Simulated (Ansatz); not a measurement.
C2H6O2Si can be A, `OC(O)=C[SiH3]`, or B, `CC(=O)O[SiH3]`.

Computed with Ansatz on PBE0-D4/def2-TZVP structures; ΔE is electronic, products minus reactants. CBS: MP2 limit from def2 TZ/QZ plus the TZ coupled-cluster correction, frozen cores. Functionals use def2-TZVPP. B3LYP here is the variant with VWN-RPA as its local correlation; programs differ in this. One conformer a species, not always the lowest.

Task: Which isomer does CCSD(T)/CBS put lower? Give the gap. (An estimate is asked.)

Result: Computed: B, by 42.5 kcal/mol.

Task: Give E(B) − E(A) in kcal/mol with ωB97M-V, MP2/def2-TZVPP, B2PLYP, BLYP-D4, PBE0-D4, B3LYP-D4, CCSD(T)/def2-TZVPP. (An estimate is asked.)

Result: Ansatz gave: ωB97M-V -42.1, MP2/def2-TZVPP -43.7, B2PLYP -44.0, BLYP-D4 -42.6, PBE0-D4 -40.0, B3LYP-D4 -42.7, CCSD(T)/def2-TZVPP -43.2. None reverses the order clearly.

Task: Does the order hold for the free energy at 298.15 K (harmonic terms from PBE0-D4)? (Best estimate.)

Result: Ansatz gave: Yes: G(B) − G(A) = -41.9 kcal/mol, for one conformer each. Modes under 60 cm⁻¹, often nearly free rotors, make the harmonic entropy too high.

Largest T1 diagnostic: 0.014.

At CCSD(T), def2-SVP lies −2.3 kcal/mol from the extrapolated value and def2-TZVPP −0.8 kcal/mol. In def2-TZVPP, CCSD(T) changes the Hartree–Fock value by +4.2 kcal/mol (the triples alone add +0.3 kcal/mol) and MP2 by +3.8 kcal/mol.
